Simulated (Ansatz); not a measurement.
Reaction (redistribution): `CBBF` + `[NH2][Sn][Br]` → `CBBN` + `[F][Sn][Br]`

Calculated with Ansatz (gas phase, PBE0-D4/def2-TZVP geometries, no zero-point term in ΔE). CBS: MP2 limit from def2 TZ/QZ plus the TZ coupled-cluster correction, frozen cores. Functionals use def2-TZVPP. def2 core potentials past Kr. For Br, Sn outer-core shells are correlated without core-valence functions, which leaves a few kJ/mol of doubt a bond. Scalar relativity is left out up to krypton. Each species was taken in one conformer, which may not be the lowest.

`CBBF`:

```xyz
9

C     0.605   -0.733   -0.865
B     0.065    0.552   -0.171
B    -0.931    0.562    1.185
F    -0.449    0.537    2.425
H     1.630   -0.823   -0.463
H     0.095   -1.667   -0.626
H     0.729   -0.640   -1.947
H     0.394    1.611   -0.641
H    -2.137    0.602    1.103
```

`[NH2][Sn][Br]`:

Cartesian coordinates in Å:
```
N -0.079 0.049 0.789
Sn -1.070 0.520 -0.888
Br 0.742 -0.399 -2.417
H 0.825 -0.401 0.794
H -0.418 0.230 1.721
```

`CBBN`:

Cartesian coordinates in Å:
```
C -0.467 0.489 -1.649
B 0.147 -0.522 -0.628
B 0.663 -0.123 0.916
N -0.076 -0.218 2.092
H -1.192 0.038 -2.331
H 0.380 0.785 -2.290
H -0.877 1.409 -1.227
H 0.360 -1.634 -1.049
H 1.792 0.291 1.039
H 0.294 0.034 2.993
H -1.025 -0.550 2.135
```

`[F][Sn][Br]`:

Z-matrix (Å, degrees):
```
Sn
F 1 1.936
Br 1 2.515 2 97.3
```

CCSD(T)/CBS gives -56.6 kJ/mol.

(1) Another level gave -62.4 kJ/mol. Which?
A. CCSD/def2-TZVPP
B. CAM-B3LYP/def2-TZVPP
C. PBE-QIDH/def2-TZVPP
D. revPBE-D4/def2-TZVPP

Largest T1 diagnostic among the species: 0.014.

Results:

(1) B. CAM-B3LYP -62.4, CCSD/def2-TZVPP -49.3, PBE-QIDH -54.6, revPBE-D4 -66.5 kJ/mol.

From BLYP to BHLYP (50 % exact exchange), in def2-TZVPP and without D4, ΔE moves by +9.0 kJ/mol. Leaving LDA and LC-ωPBE aside and taking each functional with its dispersion term where it has one, the values, not all of them listed here, spread over 12.1 kJ/mol, from PBE-D4 to PBE-QIDH. LDA lies +3.1 kJ/mol from PBE without D4.
